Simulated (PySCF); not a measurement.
**Spectroscopy problems**

- coordinates at the GFN2-xTB level
- GIAO PBE0/pcSseg-1 shieldings
- program: PySCF
- a single conformation, rapidly exchanging positions averaged, isolated molecule, relativity neglected

Referencing at the same level of theory: 1H and 13C against TMS. Splittings of carbon signals by F and P are missing where no couplings were computed. Where no couplings were computed, multiplicities follow the n + 1 count of equivalent neighbours, and m marks all less simple cases (inequivalent or close neighbours, rings, F or P nearby). Shifts are as computed. Against solution values, carbons near 30 ppm lie about +3 ppm off and those near 130 ppm about +5 ppm. Of 1309 compounds with measured shifts, 239 miss one by over three times the rms of a fit or turn the order of signals round; such compounds aren't used in these exercises. OH and NH positions are gas-phase values without hydrogen bonding to other molecules.

Problem. C4H7F3Si. 1H NMR (300 MHz, computed): δ 5.54 (m, 2H), 5.32 (m, 2H), 2.41 (m, 3H). 13C{1H} NMR (computed): δ 185.8 (C), 112.0 (C), 78.6 (CH2), 18.8 (CH3). Give a structure.

Solution. `F[SiH2]/C(=C(/C)F)CF`. The formula gives 1 degree of unsaturation (no ring in the answer). 4 carbon signals for 4 carbons: no two carbons are equivalent. Carbon types of the structure: 2 × C, 1 × CH2, 1 × CH3, leaving 2 H on heteroatoms. δC 185.8, 112.0: fully substituted alkene carbon. δC 78.6: allylic sp3 CH2 bonded to F; deshielded by the electronegative neighbour. δH 5.32: hydrogen on an allylic sp3 CH2 bonded to F; its carbon carries F, hence the downfield position. δH 2.41: hydrogen on an allylic methyl carbon; allylic position.

The data come from this structure; uniqueness wasn't tested.

Problem. C5H13NSi2. 1H NMR (400 MHz, computed): δ 6.07 (m, 1H), 5.93 (m, 1H), 4.18 (m, 1H), 3.95 (m, 1H), 3.69 (m, 1H), 3.49 (m, 1H), 2.87 (m, 1H), 2.77 (s, 3H), 2.09 (m, 1H), 1.23 (m, 1H), 0.63 (br s, 1H). 13C{1H} NMR (computed): δ 141.0, 132.4, 53.9, 39.6, 12.0. What is it?

Solution. `[SiH2]1[C@H](NC)C=CC[SiH2]1`. The formula gives 2 degrees of unsaturation (1 ring in the answer). 5 carbon signals for 5 carbons: no two carbons are equivalent. Carbon types of the structure: 3 × CH, 1 × CH2, 1 × CH3, leaving 5 H on heteroatoms. δC 141.0, 132.4: alkene CH; as expected for a trigonal carbon in a double bond. δC 39.6: methyl carbon bonded to N; the inductive effect lowers its shielding. δH 2.87: hydrogen on an allylic sp3 CH bonded to N and Si; its carbon carries N, which withdraws density. δH 2.09, 1.23: hydrogen on an allylic sp3 CH2 bonded to Si.

The data come from this structure; uniqueness wasn't tested.

Problem. C8H9F. 1H NMR (600 MHz, computed): δ 6.00 (m, 1H), 5.76 (m, 1H), 4.83 (m, 1H), 3.36 (m, 1H), 2.31 (m, 1H), 2.22 (m, 1H), 2.16 (m, 1H), 1.65 (m, 1H), 1.52 (d, 1H). 13C{1H} NMR (computed): δ 134.7 (CH), 134.0 (CH), 98.2 (CH), 90.2 (C), 75.7 (CH), 38.1 (CH), 32.6 (CH2), 28.8 (CH2). Identify the compound.

Solution. `C#C[C@@H]1C=CCC[C@H]1F`. The formula gives 4 degrees of unsaturation (1 ring in the answer). 8 carbon signals for 8 carbons: no two carbons are equivalent. Carbon types of the structure: 1 × C, 5 × CH, 2 × CH2, which accounts for all hydrogens. δC 134.7, 134.0: alkene CH; an sp2 carbon of a C=C bond. δC 98.2: sp3 CH bonded to F; the inductive effect lowers its shielding. δC 90.2: alkyne carbon; the triple bond shields along its axis, which puts it between sp3 and sp2 carbons. δC 75.7: terminal alkyne carbon; sp carbons lie upfield of alkene carbons because the cylindrical π system leaves one tensor component strongly shielded.

The data come from this structure; uniqueness wasn't tested.
